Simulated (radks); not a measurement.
The magnesium ion Mg+ inside a hard spherical wall (all orbitals vanish at R), configuration held at [Ne] 3s1 and not refilled when levels cross. All-electron calculation, non-relativistic Kohn-Sham, PBEsol, spin-polarised, spherical densities, point nucleus; open shells are filled with parallel spins first. Program: a radial shooting solver on a logarithmic mesh with Libxc functionals. Eigenvalues in eV for spin up, with the zero of energy where the potential of the charges vanishes at infinity; a dash marks a level that is unbound or too diffuse for the functional's potential to be trusted. A positive occupied level is held by the wall or, in an anion where self-interaction has pushed it up, behind a barrier. The pressure on the wall is -dE/dV.

| R (bohr) | E (hartree) | kinetic (hartree) | e(1s) | e(2s) | e(2p) | e(3s) | e(3p, empty) | e(4s, empty) | pressure (GPa) |
|---|---|---|---|---|---|---|---|---|---|
| free | -199.24075 | 198.848 | -1263.3 | -88.308 | -55.598 | -11.868 | -7.477 | - | 0 |
| 15 | -199.24075 | 198.848 | -1263.3 | -88.308 | -55.598 | -11.868 | -7.477 | - | < 0.0001 |
| 8 | -199.24029 | 198.853 | -1263.3 | -88.271 | -55.561 | -11.840 | -7.376 | -1.238 | 0.0257 |
| 7 | -199.23871 | 198.866 | -1263.2 | -88.183 | -55.473 | -11.760 | -7.176 | 0.698 | 0.141 |
| 5 | -199.20855 | 199.026 | -1262.3 | -87.340 | -54.636 | -10.615 | -5.146 | 12.267 | 3.99 |
| 4 | -199.12093 | 199.356 | -1260.8 | -86.073 | -53.382 | -7.747 | -1.046 | 29.775 | 23.1 |
| 3 | -198.76827 | 200.436 | -1257.5 | -83.347 | -50.654 | 2.765 | 11.739 | 75.914 | 180 |
